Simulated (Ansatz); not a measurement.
Relaxation of FH8NOSi2 (13 atoms, charge 0, multiplicity 1), to a largest force component of 0.03 eV/Å in at most 50 steps.

All numbers below come from Ansatz, RKS PBE0/def2-SVP.

```xyz
13
Properties=species:S:1:pos:R:3
Si -0.102 -0.396 -0.244
H 0.944 0.834 1.885
Si 2.141 -0.091 -0.847
H 2.879 -1.394 -0.822
H 2.201 0.456 -2.238
H 2.851 0.861 0.063
N -0.948 1.077 -0.148
H -1.931 1.147 -0.395
H -0.607 1.889 0.349
O -0.925 -1.260 -1.402
H -0.868 -2.217 -1.330
F -0.169 -1.341 1.068
H 0.701 0.238 2.197
```

Q: Where does it end, and by what steps?

A: The run converged. The force dipped under the threshold on the way, but the program's further checks kept it going. After 37 steps the energy has fallen by 0.252 eV; H2 moved furthest, 2.18 Å.

```
step  energy less start (eV)  largest force component (eV/Å)  accepted
   0                  0.0000                           1.635       yes
   2                 -0.1823                           0.293       yes
   4                 -0.2276                           0.157       yes
   6                 -0.2365                           0.064       yes
   8                 -0.2396                           0.043       yes
  10                 -0.2408                           0.031       yes
  12                 -0.2424                           0.109       yes
  14                 -0.2450                           0.089       yes
  16                 -0.2466                           0.085       yes
  18                 -0.2477                           0.092       yes
  20                 -0.2492                           0.056       yes
  22                 -0.2500                           0.045       yes
  24                 -0.2505                           0.063       yes
  26                 -0.2508                           0.066       yes
  28                 -0.2511                           0.026       yes
  30                 -0.2513                           0.044       yes
  32                 -0.2513                           0.024        no
  34                 -0.2515                           0.008       yes
  36                 -0.2518                           0.053       yes
  37                 -0.2520                           0.016       yes
```

```xyz
13
Properties=species:S:1:pos:R:3
Si -0.206 -0.206 -0.499
H 1.552 -0.182 3.719
Si 2.054 0.049 -1.039
H 2.849 -1.113 -0.534
H 2.228 0.144 -2.521
H 2.597 1.298 -0.419
N -1.089 1.181 -0.926
H -2.097 1.154 -1.029
H -0.733 2.118 -0.788
O -0.977 -1.472 -1.238
H -0.891 -2.326 -0.803
F -0.231 -0.560 1.105
H 1.110 -0.282 3.107
```

The run took 66 s on 4 threads of Arm Neoverse V1 (shared host), peak memory 0.28 GiB.
